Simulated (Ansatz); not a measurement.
LiMg+, closed-shell singlet (lowest of 2S+1 = 1, 3 at CCSD(T)/def2-TZVPP on PBE0 minima; our sources give no spin for the ground state, which may be another), most abundant isotopes (7.0160 and 23.9850 u). Constants from fifth-degree fits in 1/R to seven points on the lowest solution found; no spin–orbit coupling, no relativity up to Kr; ω_e x_e and α_e move by some per cent with the fit.

Correlated levels freeze the inner cores; with def2 sets outer-core shells near the valence are correlated too.

Run with Ansatz (a first-principles code) with Gaussian orbitals. Each number belongs to the level named beside it.

| level | r_e (Å) | ω_e (cm⁻¹) | ω_e x_e (cm⁻¹) | α_e (cm⁻¹) |
|---|---|---|---|---|
| PBE/def2-TZVPP | 2.9110 | 256.7 | 2.34 | 0.00505 |
| CCSD(T)/def2-QZVPP | 2.8956 | 267.4 | 2.36 | 0.00497 |

Derive the rotational constants, the centrifugal constant, the fundamental, the zero-point energy and the force constant.


μ = 5.42818 u.
- PBE/def2-TZVPP: B_e = 16.8576/(μ r_e²) = 0.36648 cm⁻¹; B₀ = B_e − α_e/2 = 0.36396 cm⁻¹; D = 4B_e³/ω_e² = 2.99e-06 cm⁻¹; fundamental ω_e − 2ω_e x_e = 252 cm⁻¹; zero-point energy ω_e/2 − ω_e x_e/4 = 128 cm⁻¹; k = μ(2πcω_e)² = 21.1 N/m; the line J = 1 ← 0 at 2B₀ = 21.82 GHz
- CCSD(T)/def2-QZVPP: B_e = 16.8576/(μ r_e²) = 0.37039 cm⁻¹; B₀ = B_e − α_e/2 = 0.36790 cm⁻¹; D = 4B_e³/ω_e² = 2.84e-06 cm⁻¹; fundamental ω_e − 2ω_e x_e = 263 cm⁻¹; zero-point energy ω_e/2 − ω_e x_e/4 = 133 cm⁻¹; k = μ(2πcω_e)² = 22.9 N/m; the line J = 1 ← 0 at 2B₀ = 22.06 GHz

Doubts at one or more of the structures used: a restricted determinant that unrestricted orbitals would lower (CCSD(T)/def2-QZVPP).
